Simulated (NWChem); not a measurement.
System: GaH$_{2}$Cl; SMILES [Cl][GaH2]

```xyz
4

Ga     0.0000     0.0000     0.7067
H      0.0000    -1.4108     1.3698
H      0.0000     1.4108     1.3698
Cl     0.0000     0.0000    -1.4499
```
Atoms are numbered in this order, from 1.

The geometry was optimised at PBE0/def2-SVP.

Symmetry labels are those of C2v in the frame above (b1 and b2, or b-type labels, depend on it).

### Question
List the 4 lowest vertical singlet excitations from PBE0/def2-SVPD, TDA (NWChem).

### Answer
| state | energy (eV) | oscillator strength | symmetry | leading excitation (squared amplitude) |
|---|---|---|---|---|
| S1 | 5.16 | 0.000 | a2 | HOMO → LUMO (0.99) |
| S2 | 6.39 | 0.044 | a1 | HOMO−1 → LUMO (0.94) |
| S3 | 6.54 | 0.000 | a2 | HOMO−2 → LUMO (0.99) |
| S4 | 6.65 | 0.015 | b1 | HOMO−3 → LUMO (0.99) |
